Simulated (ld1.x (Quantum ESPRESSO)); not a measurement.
## Cutoff test, iridium (Ir), TM semilocal

* Element: iridium (Ir)
* Generator: ld1.x (Quantum ESPRESSO) 7.5
* Type: norm-conserving Troullier–Martins (semilocal form)
* Functional: PW91
* Relativity: scalar-relativistic
* Frozen core: [Kr] 4d10 4f14 5s2
* Valence charge: 15
* Reference configuration: 5p6 5d7 6s2 6p0
* Partial waves: 6s (bound): rc 1.80 bohr; 5d (bound): rc 2.35 bohr; 5p (bound): rc 1.65 bohr
* Local potential: the p channel
* Core correction: Bessel-smoothed model core inside 0.85 bohr

The pseudo-atom Hamiltonian at the reference potential is diagonalised in spherical Bessel functions j_l(qr) that vanish at 20 bohr, with q² up to the cutoff. All-electron valence levels (Ry): 6s -0.4702, 5d -0.5294, 5p -4.0252, 6p -0.0942.

**Question.** How do the lowest levels (Ry) of each channel move with the cutoff, and are there ghosts?

**Answer.**

```json
{"cutoff (Ry)": "8", "s #1": "-0.4084", "d #1": "-0.0357", "d #2": "0.0795", "p #1": "-2.9411", "p #2": "-0.0423", "Σ f·Δε (mRy)": "10084.9"}
{"cutoff (Ry)": "12", "s #1": "-0.4213", "d #1": "-0.2312", "d #2": "0.0724", "p #1": "-3.6437", "p #2": "-0.0710", "Σ f·Δε (mRy)": "4474.5"}
{"cutoff (Ry)": "18", "s #1": "-0.4558", "d #1": "-0.4392", "d #2": "0.0701", "p #1": "-3.9728", "p #2": "-0.0946", "Σ f·Δε (mRy)": "975.0"}
{"cutoff (Ry)": "21", "s #1": "-0.4636", "d #1": "-0.4835", "d #2": "0.0697", "p #1": "-4.0053", "p #2": "-0.0991", "Σ f·Δε (mRy)": "454.2"}
{"cutoff (Ry)": "30", "s #1": "-0.4673", "d #1": "-0.5250", "d #2": "0.0694", "p #1": "-4.0170", "p #2": "-0.1027", "Σ f·Δε (mRy)": "86.1"}
{"cutoff (Ry)": "40", "s #1": "-0.4687", "d #1": "-0.5294", "d #2": "0.0694", "p #1": "-4.0210", "p #2": "-0.1028", "Σ f·Δε (mRy)": "29.0"}
{"cutoff (Ry)": "50", "s #1": "-0.4691", "d #1": "-0.5294", "d #2": "0.0694", "p #1": "-4.0245", "p #2": "-0.1029", "Σ f·Δε (mRy)": "7.0"}
{"cutoff (Ry)": "60", "s #1": "-0.4693", "d #1": "-0.5294", "d #2": "0.0694", "p #1": "-4.0250", "p #2": "-0.1030", "Σ f·Δε (mRy)": "3.2"}
{"cutoff (Ry)": "70", "s #1": "-0.4697", "d #1": "-0.5294", "d #2": "0.0694", "p #1": "-4.0251", "p #2": "-0.1031", "Σ f·Δε (mRy)": "2.0"}
{"cutoff (Ry)": "90", "s #1": "-0.4698", "d #1": "-0.5295", "d #2": "0.0694", "p #1": "-4.0252", "p #2": "-0.1031", "Σ f·Δε (mRy)": "0.9"}
{"cutoff (Ry)": "110", "s #1": "-0.4701", "d #1": "-0.5295", "d #2": "0.0694", "p #1": "-4.0252", "p #2": "-0.1031", "Σ f·Δε (mRy)": "0.3"}
{"cutoff (Ry)": "400", "s #1": "-0.4702", "d #1": "-0.5295", "d #2": "0.0694", "p #1": "-4.0252", "p #2": "-0.1031", "Σ f·Δε (mRy)": "0.0"}
```

Result: no extra level below or beside the all-electron valence levels (s, d, p tested); the semilocal form is local in each channel, so this says nothing of the separable form that plane-wave codes build from it; 10 mRy is reached at 50 Ry and 1 mRy at 90 Ry.

Its largest configuration-test error is +350 meV.
